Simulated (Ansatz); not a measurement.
CH$_{6}$FNSi$_{2}$, SMILES `FC1([SiH3])N[SiH2]1`, relaxed with RKS PBE-D4/def2-SVP in Ansatz from a rough embedded geometry. The force threshold is 0.03 eV/Å; the program also tests the step.

Charge 0, multiplicity 1.

Start:

```xyz
11

F    -0.372    1.904   -0.458
C     0.056    0.644   -0.130
Si   -0.293    0.132    1.598
N     1.153    0.016   -0.843
Si   -0.285   -0.738   -1.339
H     0.286    1.069    2.611
H     0.229   -1.257    1.971
H    -1.757    0.024    1.869
H     1.439    0.742   -1.595
H    -0.409   -0.414   -2.751
H    -0.047   -2.123   -0.932
```

```tsv
step	energy (eV)	largest force (eV/Å)	largest move (Å)
1	-21071.6420	3.766	0.000
2	-21072.3226	1.331	0.198
3	-21072.4525	0.508	0.174
4	-21072.5075	0.421	0.200
5	-21072.5382	0.892	0.164
6	-21072.5594	0.521	0.200
7 (rejected)	-21072.4946	1.193	0.200
8	-21072.5964	0.056	0.072
9	-21072.5964	0.117	0.030
10	-21072.5973	0.056	0.011
11	-21072.5977	0.025	0.014
```

End:

```xyz
11

F    -0.716    1.682   -0.530
C    -0.133    0.440   -0.167
Si   -0.310    0.195    1.710
N     1.095    0.144   -0.824
Si   -0.107   -0.847   -1.578
H     0.546    1.197    2.442
H     0.153   -1.195    2.051
H    -1.743    0.368    2.125
H     1.899    0.769   -0.916
H    -0.748   -0.423   -2.862
H     0.064   -2.331   -1.451
```

It took 15 s on 4 threads of an Arm Neoverse V1 on a shared host, with 0.16 GiB of host memory at the peak.
